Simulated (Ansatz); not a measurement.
Consider the formal hydrolysis of a B–F bond: `FB[SiH]1C[SiH2]1` + H₂O → `OB[SiH]1C[SiH2]1` + H–F.

Computed with Ansatz on PBE0-D4/def2-TZVP structures; ΔE is electronic, products minus reactants. CCSD(T)/CBS is the MP2 limit (def2-TZVPP, def2-QZVPP) plus CCSD(T) − MP2 in def2-TZVPP, frozen cores. This one scheme is used for every species. DFT in def2-TZVPP. B3LYP here is the variant with VWN-RPA as its local correlation; programs differ in this. One conformer a species, not always the lowest.

```csv
level,ΔE (kJ/mol),difference from CCSD(T)/CBS
PBE-D4,-0.8,1.2
r2SCAN-D4,2.4,4.4
PBE0-D4,-2.1,-0.1
B2PLYP,1.2,3.2
PBE,1.1,3.1
r2SCAN,3.0,5.0
PBE0,-0.4,1.6
B3LYP,4.2,6.2
HF/def2-TZVPP,7.3,9.3
MP2/def2-TZVPP,-4.9,-2.9
SCS-MP2/def2-TZVPP,-2.1,-0.1
CCSD/def2-TZVPP,-1.2,0.8
CCSD(T)/def2-TZVPP,-2.3,-0.3
HF/def2-QZVPP,7.7,9.7
SCS-MP2/def2-QZVPP,-1.9,0.1
CCSD/CBS(def2),-0.9,1.1
CCSD(T)/CBS,-2.0,0
```

Largest T1 diagnostic among the species: 0.015.

The D4 term adds −3.0 kJ/mol with B3LYP and −1.7 kJ/mol with PBE0; it sums over pairs of atoms, weighted by their polarisabilities, and B3LYP, whose exchange is more repulsive, gets the larger term. In def2-TZVPP, CCSD(T) changes the Hartree–Fock value by −9.6 kJ/mol (the triples alone add −1.1 kJ/mol) and MP2 by −12.2 kJ/mol.

CCSD(T)/CBS has its own doubt, a few kJ/mol and more with outer-core shells, so smaller differences from it don't rank the levels.
